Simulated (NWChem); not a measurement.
System: AlN2H5; SMILES [NH2][AlH][NH2]

```xyz
8

Al     0.0000     0.0000    -0.4903
H      0.0000     0.0000    -2.0747
N     -1.5438    -0.0001     0.3866
H     -2.4480     0.0029    -0.0712
H     -1.6712    -0.0036     1.3918
N      1.5438     0.0001     0.3866
H      1.6712     0.0036     1.3918
H      2.4480    -0.0029    -0.0712
```
Atoms are numbered in this order, from 1.

Coordinates come from a PBE0/def2-SVP optimisation.

Q: Give the principal values of the shielding tensors (ppm) of Al1, N3 from PBE/pcSseg-1, GIAO (NWChem), with their diamagnetic and paramagnetic parts as GIAO splits them.

A: 
| atom | σ11 | σ22 | σ33 | isotropic | diamagnetic | paramagnetic |
|---|---|---|---|---|---|---|
| Al1 | 365.0 | 376.5 | 414.7 | 385.4 | 797.8 | -412.4 |
| N3 | 214.1 | 226.8 | 274.9 | 238.6 | 316.1 | -77.5 |
